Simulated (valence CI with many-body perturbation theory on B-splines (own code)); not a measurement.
E1 line list for Kr⁴⁺

Level of theory: relativistic CI+MBPT: four valence electrons over a frozen Dirac-Fock core [Ar] 3d10, a basis of 11 s, 11 p, 9 d, 7 f, 5 g, 2 h, 1 i functions for each j, with the one-electron correlation potential Σ1, the two-electron term Σ2, the three-electron term Σ3, Breit, model QED; selected CI, second order for the rest, scaled by the run's own slope (own B-spline code, finite nucleus).

Against 35 measured levels this calculation errs by 129 cm⁻¹ on average and by 744 at most. These come from a selection out of Saloman, J. Phys. Chem. Ref. Data 36, 215 (2007). Levels without a partner in it may be off by more. Among the levels kept, up to 390 cm⁻¹ of a level comes from second order outside the variational space, and about a tenth of that is noise between levels of different J, which matters for small intervals. 4 measured levels below the end of the list, from 307667 cm⁻¹ on, found no clear computed partner, and computed levels of the same name lie up to 40129 cm⁻¹ from them.

Lines 51 to 100 of 219 in falling wavelength, among levels below 40.808 eV, chosen from the strongest by gf and those to the six lowest levels. Wavelengths and rates use the calculated energies, so an error of 100 cm⁻¹ moves a line at 125.5 nm by 0.13 % and its rate by three times that or more. Electric multipoles are in the length gauge, E1 and E2 with the static RPA response of the core. Weak lines are less certain than strong ones. Lines between different terms over intervals too small for the method are left out, as are lines whose strength nearly cancels. Where a level lies close to another of its J and parity, the split of strength between their lines is uncertain. The highest levels of a list are the least certain.

Names give the largest LS component (configuration and term), which can be under half, so a name can repeat, a term be missing and a line seem to break the LS rules; names also repeat where a configuration has a term twice. Letters in brackets count levels of one name in rising energy.

| λ vac (nm) | λ from measured levels | Upper | Lower | A (s⁻¹) | S (a.u.) with core polarisation | S without |
| --- | --- | --- | --- | --- | --- | --- |
| 125.5 | 125.4 | 4s²4p5p ³S_1 | 4s²4p4d ³P°_1 | 1.26e+08 | 3.68e-01 | 3.64e-01 |
| 125.4 | 125.3 | 4s²4p5p ³P_2 | 4s²4p4d ³P°_2 | 5.78e+07 | 2.81e-01 | 2.79e-01 |
| 121.5 | 121.4 | 4s²4p5p ³S_1 | 4s²4p4d ³P°_2 | 8.80e+07 | 2.34e-01 | 2.30e-01 |
| 113.4 |  | 4p⁴ ³P_2 | 4s4p³ ³S°_1 | 1.24e+08 | 4.46e-01 | 5.23e-01 |
| 112.7 | 112.8 | 4s²4p5p ³D_1 [a] | 4s²4p4d ³F°_2 | 7.60e+08 | 1.61e+00 | 1.59e+00 |
| 111.3 |  | 4s4p³ ⁵S°_2 | 4s²4p² ³P_2 | 2.79e+06 | 9.47e-03 | 1.08e-02 |
| 110.8 | 110.6 | 4s4p³ ³D°_1 | 4s²4p² ¹S_0 | 6.26e+05 | 1.26e-03 | 1.48e-03 |
| 110.6 |  | 4p⁴ ¹D_2 | 4s4p³ ¹P°_1 | 8.03e+07 | 2.68e-01 | 3.14e-01 |
| 110.1 | 110.2 | 4s²4p5p ³D_2 | 4s²4p4d ³F°_3 | 9.16e+08 | 3.02e+00 | 2.97e+00 |
| 108.9 |  | 4s4p²4d ³F_4 | 4s²4p4d ³D°_3 | 5.12e+07 | 2.94e-01 | 3.31e-01 |
| 108.9 |  | 4p⁴ ¹D_2 | 4s²4p4d ³F°_3 | 3.50e+08 | 1.11e+00 | 1.10e+00 |
| 107.5 |  | 4s²4p5p ³D_3 | 4s²4p4d ³F°_4 | 9.35e+08 | 4.01e+00 | 3.96e+00 |
| 107.4 |  | 4p⁴ ³P_1 | 4s4p³ ³S°_1 | 1.34e+08 | 2.45e-01 | 2.86e-01 |
| 107.4 |  | 4s4p²4d ⁵F_3 | 4s²4p4d ³F°_4 | 5.14e+08 | 2.20e+00 | 2.15e+00 |
| 107.1 | 107.2 | 4s²4p5p ³D_1 [b] | 4s²4p4d ³F°_2 | 6.25e+08 | 1.14e+00 | 1.12e+00 |
| 107.0 | 107.1 | 4s²4p5p ³D_2 | 4s²4p4d ³F°_2 | 1.18e+08 | 3.57e-01 | 3.56e-01 |
| 106.7 |  | 4s4p³ ⁵S°_2 | 4s²4p² ³P_1 | 1.62e+06 | 4.85e-03 | 5.52e-03 |
| 102.9 | 103.0 | 4s²4p5p ³D_3 | 4s²4p4d ³F°_3 | 7.41e+07 | 2.79e-01 | 2.77e-01 |
| 101.7 | 101.8 | 4s²4p5p ³P_2 | 4s²4p4d ³F°_3 | 1.22e+08 | 3.15e-01 | 3.10e-01 |
| 101.5 | 101.6 | 4s²4p5p ³P_1 | 4s²4p4d ³F°_2 | 1.56e+08 | 2.41e-01 | 2.36e-01 |
| 93.50 |  | 4s²4p4f ¹F_3 | 4s²4p4d ³D°_2 | 6.14e+07 | 1.73e-01 | 1.63e-01 |
| 91.84 | 91.67 | 4s4p³ ³P°_1 | 4s²4p² ¹S_0 | 6.97e+06 | 7.99e-03 | 9.10e-03 |
| 91.13 | 90.96 | 4s4p³ ³D°_1 | 4s²4p² ¹D_2 | 9.97e+06 | 1.12e-02 | 1.26e-02 |
| 91.02 | 90.86 | 4s4p³ ³D°_2 | 4s²4p² ¹D_2 | 2.67e+06 | 4.97e-03 | 5.85e-03 |
| 90.01 | 89.85 | 4s4p³ ³D°_3 | 4s²4p² ¹D_2 | 3.11e+07 | 7.85e-02 | 9.02e-02 |
| 86.62 |  | 4s²4p4f ¹F_3 | 4s²4p4d ³P°_2 | 5.57e+08 | 1.25e+00 | 1.19e+00 |
| 86.55 | 86.55 | 4s²4p5p ³D_1 [a] | 4s4p³ ¹D°_2 | 5.03e+08 | 4.82e-01 | 4.75e-01 |
| 83.19 | 83.21 | 4s²4p5p ³D_1 [b] | 4s4p³ ¹D°_2 | 2.35e+08 | 2.01e-01 | 1.97e-01 |
| 83.14 | 83.13 | 4s²4p5p ³D_2 | 4s4p³ ¹D°_2 | 1.50e+08 | 2.13e-01 | 2.61e-01 |
| 82.43 |  | 4p⁴ ¹D_2 | 4s4p³ ¹D°_2 | 9.65e+08 | 1.33e+00 | 1.53e+00 |
| 82.05 | 81.93 | 4s4p³ ³D°_1 | 4s²4p² ³P_2 | 4.51e+06 | 3.68e-03 | 4.22e-03 |
| 81.97 | 81.84 | 4s4p³ ³D°_2 | 4s²4p² ³P_2 | 1.70e+07 | 2.31e-02 | 2.68e-02 |
| 81.67 |  | 4p⁴ ¹S_0 | 4s4p³ ¹P°_1 | 1.94e+09 | 5.21e-01 | 5.94e-01 |
| 81.14 | 81.02 | 4s4p³ ³D°_3 | 4s²4p² ³P_2 | 3.93e+08 | 7.26e-01 | 8.34e-01 |
| 80.06 |  | 4p⁴ ³P_2 | 4s4p³ ³P°_2 | 1.74e+08 | 2.20e-01 | 2.55e-01 |
| 79.54 | 79.42 | 4s4p³ ³D°_1 | 4s²4p² ³P_1 | 1.08e+08 | 8.01e-02 | 9.21e-02 |
| 79.46 | 79.34 | 4s4p³ ³D°_2 | 4s²4p² ³P_1 | 4.65e+08 | 5.76e-01 | 6.60e-01 |
| 78.11 |  | 4s4p²4d ³G_5 | 4s²4p4d ³F°_4 | 2.32e+08 | 6.00e-01 | 5.08e-01 |
| 77.89 | 77.78 | 4s4p³ ³P°_1 | 4s²4p² ¹D_2 | 1.71e+07 | 1.19e-02 | 1.37e-02 |
| 77.66 | 77.55 | 4s4p³ ³P°_2 | 4s²4p² ¹D_2 | 7.39e+05 | 8.55e-04 | 9.89e-04 |
| 77.24 | 77.13 | 4s4p³ ³D°_1 | 4s²4p² ³P_0 | 4.08e+08 | 2.78e-01 | 3.18e-01 |
| 77.09 |  | 4s4p²4d ³G_4 | 4s²4p4d ³F°_3 | 4.53e+08 | 9.22e-01 | 8.34e-01 |
| 77.02 |  | 4p⁴ ³P_1 | 4s4p³ ³P°_2 | 3.78e+08 | 2.56e-01 | 2.89e-01 |
| 76.56 |  | 4s4p²4d ³G_3 | 4s²4p4d ³F°_2 | 4.94e+08 | 7.66e-01 | 7.02e-01 |
| 76.16 |  | 4p⁴ ¹S_0 | 4s4p³ ³S°_1 | 7.61e+08 | 1.66e-01 | 1.88e-01 |
| 75.03 | 75.07 | 4s²4p5p ¹D_2 | 4s4p³ ¹D°_2 | 4.45e+08 | 4.63e-01 | 4.66e-01 |
| 72.39 |  | 4s4p²4d ³P_2 | 4s4p³ ³S°_1 | 4.14e+08 | 3.87e-01 | 4.32e-01 |
| 71.16 | 71.08 | 4s4p³ ³P°_1 | 4s²4p² ³P_2 | 2.92e+08 | 1.56e-01 | 1.77e-01 |
| 70.97 | 70.89 | 4s4p³ ³P°_2 | 4s²4p² ³P_2 | 1.06e+09 | 9.34e-01 | 1.06e+00 |
| 70.44 |  | 4s4p²4d ³P_1 | 4s4p³ ³S°_1 | 6.25e+08 | 3.23e-01 | 3.60e-01 |
